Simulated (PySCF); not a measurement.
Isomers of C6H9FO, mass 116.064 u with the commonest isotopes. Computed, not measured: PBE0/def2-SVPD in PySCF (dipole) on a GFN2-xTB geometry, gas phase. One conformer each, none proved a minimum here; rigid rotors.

**Question.** Order these by out-of-plane moment Σ m c² = (Ia + Ib − Ic)/2, largest first.
A. `[CH3:1][C:2]([CH3:3])=[C:4]([CH3:5])[C:6](=[O:7])[F:8]` with C2–C4–C6–O7 3°
B. `[CH2:1]=[CH:2][C@@H:3]1[CH2:4][CH2:5][C@@H:6]([F:7])[O:8]1` with C1–C2–C3–C4 -107°, C2–C3–C4–C5 -148°, C3–C4–C5–C6 12°, C4–C5–C6–F7 -109°, C5–C6–O8–C3 -30°
C. `[F:1][CH2:2][C@@H:3]1[CH2:4][CH2:5][C@@H:6]2[O:7][C@H:8]12` with F1–C2–C3–C4 -172°, C2–C3–C4–C5 -151°, C3–C4–C5–C6 30°, C4–C5–C6–O7 44°, C5–C6–O7–C8 -98°

**Answer.** B (30.98 u·Å²), C (27.56 u·Å²), A (4.78 u·Å²).

**Question.** Order these by rotational constant A, smallest first.
A. `[F:1][CH2:2][C@@H:3]1[CH2:4][CH2:5][C@@H:6]2[O:7][C@H:8]12` with F1–C2–C3–C4 -172°, C2–C3–C4–C5 -151°, C3–C4–C5–C6 30°, C4–C5–C6–O7 44°, C5–C6–O7–C8 -98°
B. `[CH3:1][C:2]([CH3:3])=[C:4]([CH3:5])[C:6](=[O:7])[F:8]` with C2–C4–C6–O7 3°
C. `[CH2:1]=[CH:2][C@@H:3]1[CH2:4][CH2:5][C@@H:6]([F:7])[O:8]1` with C1–C2–C3–C4 -107°, C2–C3–C4–C5 -148°, C3–C4–C5–C6 12°, C4–C5–C6–F7 -109°, C5–C6–O8–C3 -30°

**Answer.** B (3062 MHz), A (4176 MHz), C (4380 MHz).

**Question.** Order these by rotational constant B, smallest first.
A. `[CH3:1][C:2]([CH3:3])=[C:4]([CH3:5])[C:6](=[O:7])[F:8]` with C2–C4–C6–O7 3°
B. `[CH2:1]=[CH:2][C@@H:3]1[CH2:4][CH2:5][C@@H:6]([F:7])[O:8]1` with C1–C2–C3–C4 -107°, C2–C3–C4–C5 -148°, C3–C4–C5–C6 12°, C4–C5–C6–F7 -109°, C5–C6–O8–C3 -30°
C. `[F:1][CH2:2][C@@H:3]1[CH2:4][CH2:5][C@@H:6]2[O:7][C@H:8]12` with F1–C2–C3–C4 -172°, C2–C3–C4–C5 -151°, C3–C4–C5–C6 30°, C4–C5–C6–O7 44°, C5–C6–O7–C8 -98°

**Answer.** B (1324 MHz), C (1520 MHz), A (1671 MHz).

```tsv
SMILES	point group	Ia (u·Å²)	Ib (u·Å²)	Ic (u·Å²)	κ	μa (D)	μb (D)	μc (D)
FC[C@@H]1CC[C@@H]2O[C@H]12	C1	121.03	332.42	398.32	-0.83	1.60	1.86	0.92
CC(C)=C(C)C(=O)F	–	165.06	302.36	457.85	-0.42	3.92	1.64	0.04
C=C[C@@H]1CC[C@@H](F)O1	C1	115.40	381.61	435.05	-0.90	0.90	2.43	0.25
```
